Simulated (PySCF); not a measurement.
Al(F)(OH)(SiH3) (AlFH4OSi), SMILES [OH][Al]([F])[SiH3].

The structure is a stationary point at PBE0-D3(BJ)/def2-SVP. Other conformers were not sampled.

Computed with TDA-PBE0/def2-SVPD run with PySCF.

Vertical excitations. The molecule is in vacuum.

| state | energy (eV) | λ (nm) | f | main pairs |
|---|---|---|---|---|
| S1 | 6.38 | 194 | 0.085 | HOMO→LUMO 92 % |
| S2 | 6.85 | 181 | 0.265 | HOMO→LUMO+1 91 % |
| S3 | 7.36 | 168 | 0.004 | HOMO−2→LUMO 57 %, HOMO−4→LUMO 32 % |
| S4 | 7.38 | 168 | 0.092 | HOMO→LUMO+2 74 % |
| S5 | 7.45 | 166 | 0.116 | HOMO−1→LUMO 68 % |
| S6 | 7.55 | 164 | 0.069 | HOMO−1→LUMO+1 88 % |
| S7 | 7.57 | 164 | 0.002 | HOMO−4→LUMO 64 %, HOMO−2→LUMO 31 % |
| S8 | 7.86 | 158 | 0.043 | HOMO−3→LUMO 72 % |
| S9 | 8.00 | 155 | 0.044 | HOMO−2→LUMO+1 58 %, HOMO−4→LUMO+1 16 % |
| S10 | 8.20 | 151 | 0.069 | HOMO−3→LUMO+1 93 % |
| T1 | 4.96 | 250 | 0 | HOMO→LUMO 98 % |
| T2 | 5.97 | 208 | 0 | HOMO→LUMO+1 90 % |
| T3 | 6.15 | 202 | 0 | HOMO→LUMO+2 94 % |
| T4 | 6.64 | 187 | 0 | HOMO−1→LUMO 95 % |
Triplets are in the Tamm–Dancoff approximation.
